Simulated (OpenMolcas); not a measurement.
## Kr⁴⁺: effect of the active space

```
Program             : OpenMolcas
Method              : SS-CASPT2 or its RAS form, IPEA 0.25 Eh, imaginary shift 0.1 Eh
Basis               : ANO-RCC-VTZP
Scalar Hamiltonian  : DKH2, point nucleus
Spin-orbit coupling : state interaction with AMFI integrals over the reference wave functions, term energies averaged over their components
```

A. 2 electrons in 3 orbitals (4p); 2S+1 = 3 even, 3 roots; 2S+1 = 1 even, 6 roots; closed shells correlated: 3d 4s; CASPT2 step of the order of 0.8 core-seconds
B. 4 electrons in 4 orbitals (4s 4p); 2S+1 = 3 even, 6 roots; 2S+1 = 1 even, 11 roots; 2S+1 = 5 odd, 1 root; 2S+1 = 3 odd, 9 roots; 2S+1 = 1 odd, 8 roots; closed shells correlated: 3d; CASPT2 step roughly 2.9 core-seconds
C. 4 electrons in 8 orbitals (4s 4p 5s 5p); 2S+1 = 3 even, 3 roots; 2S+1 = 1 even, 11 roots; 2S+1 = 5 odd, 1 root; 2S+1 = 3 odd, 9 roots; 2S+1 = 1 odd, 8 roots; closed shells correlated: 3d; CASPT2 step about 8 core-seconds
D. 4 electrons in 9 orbitals (RAS2 4s 4p; RAS3 4d, at most 2 electrons); 2S+1 = 3 even, 6 roots; 2S+1 = 1 even, 12 roots; 2S+1 = 5 odd, 1 root; 2S+1 = 3 odd, 9 roots; 2S+1 = 1 odd, 8 roots; closed shells correlated: 3d; CASPT2 step of the order of 16 core-seconds

Energies in eV above 4s² 4p² ³P₀, the measured ground level; measured values from Saloman, J. Phys. Chem. Ref. Data 36, 215 (2007).

```
      Level       A       B       C       D  Measured
4s² 4p² ³P₀  0.0000  0.0000  0.0000  0.0000    0.0000
4s² 4p² ³P₁   0.416   0.415   0.407   0.406    0.4641
4s² 4p² ³P₂   0.873   0.860   0.855   0.855    0.9417
4s² 4p² ¹D₂   2.423   2.380   2.427   2.422    2.4453
4s² 4p² ¹S₀   4.929   4.743   4.802   4.906    4.8607
```

Deviations, from unrounded energies. A percentage is the sum of absolute deviations over the sum of measured energies, with the sign that they share, or ± where signs differ.

```tsv
Against measurement	Levels	A	B	C	D
mean absolute deviation (cm-1)	4	420	630	440	430
fine structure of the ground term (%)	2	-8.3	-9.3	-10.2	-10.3
other terms of the ground configuration (%)	2	±1.2	-2.5	-1.0	±0.9
```

A, C, D lie about equally close to measurement and B furthest from it. The largest miss of A in the table is 4s² 4p² ³P₂, by -560 cm-1. The ranking rests on the paired levels alone, and a cruder setting can come out closer through cancelling errors.

The two smallest mean deviations differ by little beside CASPT2's spread within terms, so their order carries little weight.

Among A to D the level of the table that moves most is 4s² 4p² ¹S₀, by 1500 cm-1 (lowest in B, highest in A). Moves below CASPT2's spread within the term are not significant.

CASPT2 does not keep the components of a term degenerate, so their means are used; among the terms shown or strongly mixed into the levels shown the widest spread is 100 cm-1 (4s² 4p² ¹D, A). Over all roots computed the reference weight is 0.87 to 0.99 in B, 0.86 to 0.99 in C; the roots of lowest weight are the least certain, and an intruder state may touch them. With the s shell closed, the reference lacks s² → p² mixing (holds for A). Active for correlation alone: 5p 5s; no level in the range computed is led by a configuration that fills them, so any true level of that kind is missing (holds for C). Active for correlation alone: 4d; no level in the range computed is led by a configuration that fills it, so any true level of that kind is missing (holds for D). Computed and measured levels are paired by configuration, term and J; levels that our copy of the source lacks, or whose pairing is in doubt (as where it misses far off the trend of its configuration), stay unpaired and out of the deviations. Only configurations of the active space appear. Levels that lie high or do not pair safely by name in every column are left out.
